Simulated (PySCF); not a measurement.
A structure optimised at B3LYP-D3(BJ)/def2-SVP, used in a PySCF frequency run:

```
C
F 1 1.3190
F 1 1.3203 2 110.33
F 1 1.3203 2 110.33 3 -122.38
S 1 1.9480 2 109.28 3 118.81
O 5 1.4814 1 103.70 2 64.51
O 5 1.4814 6 122.56 1 116.43
```
Charge 0, spin multiplicity 2.

Question: Write its SMILES, formula and point group.

Answer: O=[S](=O)C(F)(F)F, CF3O2S, Cs

Question: What are its rotational constants (standard atomic weights)?

Answer: 3.4276, 1.9415, 1.6286 GHz
